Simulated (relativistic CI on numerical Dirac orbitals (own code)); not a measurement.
Line list: Electric-dipole lines, Gd3+

These numbers are calculated, not measured: Dirac-Coulomb-Breit CI, orbitals from a KLI potential per configuration, model QED (radiative potential, 1s self-energy scaled to tabulated hydrogen-like ionisation energies), valence Slater integrals scaled by 0.85, P86 correlation estimate, and configurations built on the next ion tied to the tabulated ionisation energy (semi-empirical) (own radial code, finite nucleus).

Configurations in the expansion (outside the closed core [Kr] 4d10 5s2): 4f⁷5p⁶, 4f⁶5p⁶5d, 4f⁶5p⁶6s, 4f⁶5p⁶6p, 4f⁶5p⁶7s, 4f⁹5p⁴. Levels of other configurations are missing.

```
λ vac (nm)                Lower                  Upper   A (s⁻¹)  E lower (eV)  E upper (eV)
    96.339    4f⁷5p⁶ ⁸S°7/2 [1]   4f⁶5p⁶5d ⁶P5/2 [245]  4.21e+08        0.0000       12.8696
    121.25    4f⁷5p⁶ ⁶P°7/2 [2]   4f⁶5p⁶5d ⁶F9/2 [297]  1.26e+07        3.9013       14.1270
    122.99    4f⁷5p⁶ ⁶P°7/2 [2]   4f⁶5p⁶5d ⁶F7/2 [294]  1.05e+07        3.9013       13.9817
    125.50    4f⁷5p⁶ ⁶P°5/2 [3]   4f⁶5p⁶5d ⁶F5/2 [289]  1.48e+07        3.9753       13.8544
    129.74   4f⁷5p⁶ ⁶I°17/2 [7]  4f⁶5p⁶5d ⁶H15/2 [290]  8.02e+07        4.3395       13.8956
    132.25   4f⁷5p⁶ ⁶I°15/2 [9]  4f⁶5p⁶5d ⁶H13/2 [285]  7.77e+07        4.3851       13.7603
    132.62    4f⁷5p⁶ ⁶P°7/2 [2]   4f⁶5p⁶5d ⁶P7/2 [262]  2.48e+07        3.9013       13.2498
    133.68    4f⁷5p⁶ ⁶P°5/2 [3]   4f⁶5p⁶5d ⁶P7/2 [262]  1.55e+07        3.9753       13.2498
    134.06   4f⁷5p⁶ ⁶D°9/2 [11]   4f⁶5p⁶5d ⁶F9/2 [297]  3.72e+07        4.8787       14.1270
    134.09  4f⁷5p⁶ ⁶I°13/2 [10]  4f⁶5p⁶5d ⁶H11/2 [280]  7.57e+07        4.3906       13.6372
    135.47   4f⁷5p⁶ ⁶I°11/2 [8]   4f⁶5p⁶5d ⁶H9/2 [275]  7.51e+07        4.3716       13.5238
    136.47    4f⁷5p⁶ ⁶I°9/2 [6]   4f⁶5p⁶5d ⁶H7/2 [272]  7.75e+07        4.3365       13.4216
    137.11    4f⁷5p⁶ ⁶I°7/2 [5]   4f⁶5p⁶5d ⁶H5/2 [266]  8.58e+07        4.2920       13.3347
    137.51   4f⁷5p⁶ ⁶I°17/2 [7]  4f⁶5p⁶5d ⁸G15/2 [267]  6.33e+06        4.3395       13.3561
    138.06   4f⁷5p⁶ ⁶D°7/2 [13]   4f⁶5p⁶5d ⁶F7/2 [294]  1.97e+07        5.0010       13.9817
    138.25    4f⁷5p⁶ ⁶P°7/2 [2]   4f⁶5p⁶5d ⁶P5/2 [245]  3.01e+07        3.9013       12.8696
    141.63    4f⁷5p⁶ ⁶P°5/2 [3]   4f⁶5p⁶5d ⁶P3/2 [238]  2.99e+07        3.9753       12.7295
    148.11   4f⁷5p⁶ ⁶D°9/2 [11]   4f⁶5p⁶5d ⁶P7/2 [262]  1.73e+07        4.8787       13.2498
    158.52  4f⁷5p⁶ ⁶G°11/2 [19]   4f⁶5p⁶5d ⁶F9/2 [297]  5.12e+07        6.3055       14.1270
    161.33   4f⁷5p⁶ ⁶G°9/2 [18]   4f⁶5p⁶5d ⁶F7/2 [294]  4.21e+07        6.2965       13.9817
```

Terms are leading LS components. Brackets give the number of a level in order of energy, since labels repeat. The list gives strong lines, with weight on those to low levels, without configurations that were not tied to measured data, without lines whose two gauges differ by over a factor of 2.5, among the lowest 300 of 8757 levels, so that lines to higher ones, which can be the strongest, are missing, and without lines across small gaps between configurations, and without 35 lines that miss the measured interval by over 3.5 %, start from a term whose rates miss tabulated ones by over 60 %, have gauges far apart or, lacking measured levels, span too small a gap for the errors found; lines with a level outside our table were not tested and can miss by more. Levels whose partners in the same complex of configurations lie outside the list can be far off, and so can their lines. Rates are taken at the computed energies, electric ones in the length gauge.

Configurations that consist of the next ion and one excited electron were tied to the tabulated ionisation energy; Rydberg ones are usually within 1,000 to 3,000 cm⁻¹ and the lowest ones within about 6,000 (9,000 in d shells), while levels on excited terms of the next ion carry the error of that term, and the other configurations can be misplaced by 10,000 cm⁻¹ or more. Rates follow the energies as ν³ (E1, M1) or ν⁵ (E2), so rates, branching and lifetimes can be off by large factors. The fine structure of a lone outer electron comes out too small, for d and f at times inverted, and misplaced configurations move strength between like terms.

LS names give the leading component of a level, which can be under half, so a name can repeat, a term be missing and a line seem to break the LS rules.
